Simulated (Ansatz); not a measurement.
## Abstraction of Br: Mg(CH3)Br + C2H5Si → CH3Mg + C2H5BrSi

Gas-phase species: Mg(CH3)Br, singlet; C2H5Si `C=C[SiH2]`, doublet; CH3Mg `[CH3][Mg]`, doublet; C2H5BrSi `C=C[SiH2]Br`, singlet. A radical takes Br: the energy is the difference in strength between the Mg–Br bond broken and the Si–Br bond made.

Shapes, held fixed at every level: PBE0-D4/def2-TZVP. Flexible molecules stand in one conformer, not always the lowest. Programs: Ansatz 0.2.0. The zero-point and thermal change to 298 K, harmonic and unscaled (PBE0-D4/def2-TZVP), is +3.0 kJ/mol.

| level | kind | ΔH(298 K) (kJ/mol) |
| --- | --- | --- |
| HF/def2-SVP | Hartree–Fock | +52.9 |
| HF/def2-TZVPP | Hartree–Fock | +43.2 |
| PBE-D4/def2-TZVPP | GGA | +25.8 |
| B3LYP-D4/def2-TZVPP | global hybrid | +29.4 |
| BHLYP-D4/def2-TZVPP | global hybrid | +30.1 |
| wB97M-V/def2-TZVPP | range-separated hybrid | +30.6 |
| B2PLYP/def2-TZVPP | double hybrid | +32.7 |

B2PLYP/def2-TZVPP gives ΔH(298 K) = +32.7 kJ/mol; the levels span +25.8 to +52.9. The median of the levels is +30.6. No measured value is set beside it here. Spin contamination: C2H5Si (⟨S²⟩ up to 0.90). Open shells run unrestricted. Relativity is left out for Br. Outer-core shells of Br, Mg are correlated, in sets that cover them unevenly.
